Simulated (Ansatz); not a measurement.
Co₂S. Charge 0, multiplicity 1. Geometry B3LYP-D4/def2-TZVP.

Cartesian coordinates in Å:
```
Co 0.4236 -1.3272 -1.2803
Co -0.4236 1.3271 1.2804
S 0.0000 0.0001 -0.0001
```

At HF/def2-TZVP the restricted singlet is unstable: a solution with broken spin symmetry lies lower. The restricted singlet is unstable towards broken spin symmetry at other levels; at PBE-D4/def2-TZVPD, r2SCAN-D4/def2-TZVP, PBE0-D4/def2-SVP, PBE0-D4/def2-TZVPD this wasn't settled. At PBE-D4/def2-TZVPD an occupied level lies above an empty one. At PBE0-D4/def2-TZVP a quintet of charge 0 lies 5.11 eV below the restricted singlet, each at its own geometry. The structure comes from a short search, and lower isomers may exist.

(1) Estimate the orbital energies around the gap (eV) in Ansatz with HF/def2-TZVP, PBE-D4/def2-TZVPD, r2SCAN-D4/def2-TZVP, PBE0-D4/def2-SVP, PBE0-D4/def2-TZVPD.

Answers

(1) 
| orbital | HF/def2-TZVP | PBE-D4/def2-TZVPD | r2SCAN-D4/def2-TZVP | PBE0-D4/def2-SVP | PBE0-D4/def2-TZVPD |
| --- | --- | --- | --- | --- | --- |
| HOMO−9 | -14.48 | -7.30 | -7.29 | -7.90 | -8.17 |
| HOMO−8 | -13.41 | -7.30 | -7.29 | -7.90 | -8.17 |
| HOMO−7 | -13.41 | -4.79 | -4.87 | -6.12 | -6.47 |
| HOMO−6 | -13.10 | -4.75 | -4.54 | -5.49 | -5.59 |
| HOMO−5 | -12.75 | -4.75 | -4.54 | -5.35 | -5.28 |
| HOMO−4 | -12.75 | -4.12 | -4.15 | -5.19 | -5.24 |
| HOMO−3 | -10.00 | -3.42 | -3.52 | -4.71 | -5.19 |
| HOMO−2 | -7.76 | -3.42 | -3.52 | -4.62 | -5.19 |
| HOMO−1 | -7.40 | -3.37 | -3.50 | -4.23 | -5.04 |
| HOMO | -7.40 | -3.37 | -3.50 | -4.21 | -4.87 |
| LUMO | 0.95 | -3.39 | -3.06 | -1.64 | -2.09 |
| LUMO+1 | 1.46 | -3.39 | -3.06 | -1.35 | -2.09 |
| LUMO+2 | 5.20 | -3.10 | -2.60 | -1.34 | -2.09 |
| LUMO+3 | 5.20 | -2.07 | -1.62 | -0.78 | -1.21 |
| LUMO+4 | 5.74 | -0.24 | 1.46 | 2.60 | 0.48 |
| LUMO+5 | 5.75 | -0.24 | 1.46 | 2.61 | 0.48 |
